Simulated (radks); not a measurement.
Values are calculated unless marked as measured or tabulated.
Question: Nd XV, configuration [Kr] 4d9 5s1 (not the ground configuration). Code: a radial shooting solver on a logarithmic mesh with Libxc functionals. Model: scalar-relativistic Kohn-Sham, PBE, spin-polarised, spherical densities, finite nucleus; open shells are filled with parallel spins first (spin-orbit coupling, left out, can overturn this in heavy ions); Fermi nuclear charge, rms radius 4.9123 fm. Some entries of the table are withheld. Estimate them.

orbital  occ.  eigenvalue (hartree)  r(max) (bohr)
1s up       1             -1605.525        0.01510
1s down     1             -1605.519        0.01510
2s up       1             -268.6551        0.08550
2s down     1             -268.6306        0.08550
2p up       3             -241.3048        0.06892
2p down     3             -241.2847        0.06892
3s up       1             -66.63684         0.2437
3s down     1             -66.62186         0.2437
3p up       3             -58.00964         0.2386
3p down     3             -57.99322         0.2386
3d up       5             -46.05155         0.1960
3d down     5             -46.02921         0.1960
4s up       1             -21.24742         0.5589
4s down     1             -21.17941         0.5589
4p up       3             -18.33631         0.5806
4p down     3             -18.26704         0.5806
4d up       5                   (1)         0.5999
4d down     4                   (2)         0.5997
5s up       1              -9.52588            (3)
5s down     0              -9.43228            (4)

Answer: 
(1) 4d up eigenvalue (hartree): -14.17806
(2) 4d down eigenvalue (hartree): -14.10602
(3) 5s up r(max) (bohr): 1.150
(4) 5s down r(max) (bohr): 1.150
